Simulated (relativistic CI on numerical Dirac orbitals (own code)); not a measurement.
# Hyperfine structure of Ru XXXVI, mass number 99

Computed by Dirac-Coulomb-Breit CI, KLI orbitals optimised for each configuration, a model potential for QED, unscaled Slater integrals (own radial code, finite nucleus).

CI space (outside the closed core 1s2): 2s2 2p5, 2s 2p6, 2p6 3s, 2p6 3p, 2p6 3d, 2s2 2p4 3s, 2s2 2p4 3p, 2s2 2p4 3d, 2s 2p5 3s, 2s 2p5 3p, 2s 2p5 3d, 2s2 2p4 4s, 2s2 2p4 4p, 2s2 2p4 4d, 2s2 2p4 4f, 2s 2p5 4s. Levels of other configurations are missing.

Nuclear spin I = 5/2, μ = -0.641 μN, Q = 0.079 b (tables of Stone and Pyykkö). The electronic factors are computed for point nuclear moments, without core polarisation or the Bohr-Weisskopf and QED corrections.

```json
{"Level": "2s2 2p5 2P°_3/2", "E (eV)": "0.00", "A (GHz)": "-38.66", "B (GHz)": "-22.1"}
{"Level": "2s2 2p5 2P°_1/2", "E (eV)": "135.07", "A (GHz)": "-227.5", "B (GHz)": ""}
{"Level": "2s 2p6 2S_1/2", "E (eV)": "369.41", "A (GHz)": "-728.8", "B (GHz)": ""}
{"Level": "2s2 2p4 3s 4P_5/2", "E (eV)": "2735.50", "A (GHz)": "-69.2", "B (GHz)": "5.71"}
{"Level": "2s2 2p4 3s 2P_3/2", "E (eV)": "2741.60", "A (GHz)": "-6.547", "B (GHz)": "2.18"}
{"Level": "2s2 2p4 3s 2S_1/2", "E (eV)": "2765.37", "A (GHz)": "-193.1", "B (GHz)": ""}
{"Level": "2s2 2p4 3p 2P°_1/2", "E (eV)": "2825.83", "A (GHz)": "-60.81", "B (GHz)": ""}
{"Level": "2s2 2p4 3p 4D°_7/2", "E (eV)": "2836.62", "A (GHz)": "-25.94", "B (GHz)": "11"}
```

Levels with J = 0, under 50 % of one LS term, or S terms without an open s electron are left out. Small factors come from cancelling terms and can be off by tens of per cent or more.

At this charge energies of transitions that change n are usually good to better than 1 %, and those within a shell (Δn = 0) to a few per cent.

Problem. Give the hyperfine levels of 2s2 2p5 2P°_1/2 relative to its centre of gravity.

Solution. With K = F(F + 1) − I(I + 1) − J(J + 1), E = AK/2: F = 2: 398.1, F = 3: -284.4 GHz.

LS names give the leading component of a level, which can be under half, so a name can repeat, a term be missing and a line seem to break the LS rules.
